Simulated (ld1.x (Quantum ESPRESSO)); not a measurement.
Tc (Z = 43): one change to a TM potential, before and after

Tc, norm-conserving Troullier–Martins (Kleinman–Bylander form), made with ld1.x (Quantum ESPRESSO) 7.5 (BP86, scalar-relativistic). Core [Kr], reference 4d5 5s2 5p0. Waves: 5s (bound): rc 2.70 bohr; 5p (bound, empty): rc 2.75 bohr; 4f channel at 0.05 Ry: rc 2.70 bohr; 4d (bound): rc 2.20 bohr. Local part: the d channel. Core correction: a·sin(br)/r model core inside 2.25 bohr.

Change: wave 5s (bound): rc 2.70 bohr becomes 5s (bound): rc 2.08 bohr.

Cutoffs: the cutoffs (Ry, on a coarse ladder) from which the occupation-weighted sum of valence levels, in a spherical-Bessel basis at the reference potential, stays within 10 and 1 mRy of its value at 400 Ry; they do not see the model core or the augmentation charge, which bear on the density cutoff. Errors are all-electron minus pseudo energies relative to the spin-unpolarised reference configuration.

Question: Predict the effect on cutoff, ghosts and configuration errors.

Answer: The potential gets neither clearly harder nor softer (40 Ry and 45 Ry → 40 Ry and 50 Ry); both files keep a bound ghost (p, s); of the 6 tests that both files solve, the error grows in 1 and shrinks in 4 by more than 15 % and 0.3 meV (median size 25.9 → 16.3 meV).

```csv
quantity,base,changed
"cutoff, loose",40 Ry,40 Ry
"cutoff, tight",45 Ry,50 Ry
loose cutoff by channel (10 mRy a level),"s 6 Ry, d 35 Ry","s 15 Ry, d 35 Ry"
bound ghosts,"s, p","s, p"
"tests counted (converged, no solver errors)",6 of 7,6 of 7
"error for 4d5 5s1 5p0, meV [ΔE 8.35 eV]",-5.6,-3.2
"error for 4d5 5s0 5p0, meV [ΔE 23.36 eV]",-35,-21
"error for 4d4 5s0 5p0, meV [ΔE 52.15 eV]",-97,-135
"error for 4d4 5s2 5p0, meV [ΔE 11.76 eV]",-55,-51
"error for 4d5.5 5s1.5 5p0, meV [ΔE -0.61 eV]",-17,-12
"error for 4d5 5s1 5p1, meV [ΔE 3.80 eV]",-2.2,-1.0
s: phases at 2.99 bohr within 0.05 rad from the reference energy up to (Ry; the scan ends near 5),2.0,2.2
p: phases at 2.99 bohr within 0.05 rad from the reference energy up to (Ry; the scan ends near 5),3.5,3.5
d: phases at 2.99 bohr within 0.05 rad from the reference energy up to (Ry; the scan ends near 5),1.3,1.3
f: phases at 2.99 bohr within 0.05 rad from the reference energy up to (Ry; the scan ends near 5),3.0,3.0
```

Base: Tests not counted: 4d5 5s0 5p1 (solver errors, printed error -2.7 eV). These tests converged, but a pseudo level misses the all-electron one widely, so the file describes the atom poorly there or has found another state: 4d4 5s2 5p0: empty 5p by 2.0 eV. Changed file: Tests not counted: 4d5 5s0 5p1 (solver errors, printed error -2.3 eV). These tests converged, but a pseudo level misses the all-electron one widely, so the file describes the atom poorly there or has found another state: 4d4 5s2 5p0: empty 5p by 2.0 eV. ld1.x printed “convergence not achieved” for 1 of the counted tests; its residual had stalled under 1e-8, short of the target of 1e-14. A true bound ghost makes a file unfit for plane-wave use even where its test errors are small: the radial tests pick states by their node count and pass the ghost by. Where a test does run into it, the solver fails or the error is huge.
